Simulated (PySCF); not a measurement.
# What a mistake does to a calculation on BGeH5N anion

All numbers below are calculated, not measured. The program is PySCF 2.14.0, an open-source quantum chemistry code, run on an isolated molecule that a program drew, which may never have been made. The molecule is BGeH5N anion (charge -1, singlet), drawn as the SMILES string `N[BH][GeH2-]`.

Each row is a Hartree-Fock (HF) and frozen-core CCSD(T) single point in the aug-cc-pVDZ basis, meant for a local HF minimum. Run 1 is clean. Each other run has one planted mistake out of seven kinds, and not every kind appears here: one electron removed, one electron added, multiplicity raised by two, geometry at a saddle point, minimal basis STO-3G, one bond length entered in bohr, all coordinates scaled. The reference is restricted for singlets and unrestricted otherwise, and also for a bond in bohr. Adding or removing an electron swaps singlet and doublet. Electrons count all cores. HOMO and LUMO are orbital energies over both spins, the gradient is its largest component, and the lowest frequency (negative if imaginary) is given only where the gradient is small. Bond lengths are over the 7 bonds as drawn. T1 is the CCSD diagnostic: over 0.02 (restricted) or 0.045 (unrestricted) a single reference is doubtful. Germanium has the aug-cc-pVDZ-PP basis, with a core potential (ECP10MDF) in place of its 10 inner electrons, and its 3s, 3p and 3d shells are frozen in CCSD(T).

Geometry of the clean run:
```xyz
8
BGeH5N anion, angstrom
N     0.1857   -0.1238    1.7113
B     0.2544   -1.3702    1.0336
Ge   -0.4017   -1.6820   -0.9426
H    -0.3034    0.6556    1.3293
H     0.6097    0.0533    2.5956
H     0.8721   -2.2208    1.6544
H    -1.2554   -3.0149   -0.7375
H    -1.6296   -0.6464   -0.9904
```

```
run,electrons,basis functions,<S^2>,HOMO (eV),LUMO (eV),gradient (hartree/bohr),lowest frequency (cm^-1),mean bond (Å),longest bond (Å),T1,HF (hartree),CCSD(T) (hartree),mistake
1,50,123,0.000,-1.67,3.48,3.9e-05,171,1.4204,2.105,0.0177,-375.44339,-375.89077,no fault
2,50,123,0.000,-0.58,3.56,2.5e-05,-494,1.3843,1.982,0.0169,-375.42367,-375.87377,geometry at a saddle point
3,50,123,0.000,-1.89,3.49,3.7e-02,-,1.4886,2.206,0.0189,-375.43070,-375.88437,all coordinates scaled
4,49,123,0.761,-9.47,0.08,4.2e-02,-,1.4204,2.105,0.0171,-375.42017,-375.83375,?
```

**Which mistake was planted in run 4, and what did it cost?**

It counts 49 electrons, one fewer than the clean run, at the same geometry and basis. So the mistake is: one electron removed. Subtracting run 1 and multiplying by 627.51 kcal/mol a hartree, the energy moved by 14.6 kcal/mol in HF and 35.8 kcal/mol in CCSD(T).

